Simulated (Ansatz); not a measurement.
Start from `C=[C](Cl)[AlH][F]` and change one atom or group to get `C=CCl`.

Ansatz, PBE0-D4/def2-TZVP geometries, multiplicity 1. Each molecule was computed in one conformer, which needn't be the lowest.

```tsv
property	`C=[C](Cl)[AlH][F]`
HOMO energy (ωB97M-V/def2-TZVPP) / eV	-9.97
size of the dipole moment (PBE/def2-TZVPP) / D	2.28
size of the dipole moment (B3LYP/def2-TZVPP) / D	2.43
ideal-gas entropy at 298 K and 1 bar (rigid rotor, harmonic PBE0-D4/def2-TZVP) / J/(mol·K)	345
LUMO energy (B3LYP/def2-TZVPP) / eV	-1.89
LUMO energy (PBE/def2-TZVPP) / eV	-2.51
```

Q: Give the same properties after the change, and the shifts. (An estimate is asked.)

A: Computed: 
| property | `C=CCl` | shift |
| --- | --- | --- |
| HOMO energy (ωB97M-V/def2-TZVPP) / eV | -9.77 | 0.20 |
| size of the dipole moment (PBE/def2-TZVPP) / D | 1.26 | -1.02 |
| size of the dipole moment (B3LYP/def2-TZVPP) / D | 1.35 | -1.08 |
| ideal-gas entropy at 298 K and 1 bar (rigid rotor, harmonic PBE0-D4/def2-TZVP) / J/(mol·K) | 263 | -82 |
| LUMO energy (B3LYP/def2-TZVPP) / eV | -0.50 | 1.39 |
| LUMO energy (PBE/def2-TZVPP) / eV | -1.27 | 1.24 |

With PBE0 the HOMO rises by 0.23 eV and the LUMO rises by 1.42 eV, so the gap widens by about 1.19 eV. PBE moves the HOMO by 0.26 eV and ωB97M-V by 0.20 eV. The zero-point energy changes by 1.5 kJ/mol with -6 modes. Dipoles are sizes alone; their direction can turn.

B3LYP here is the variant with VWN-RPA as its local correlation; programs differ in this.
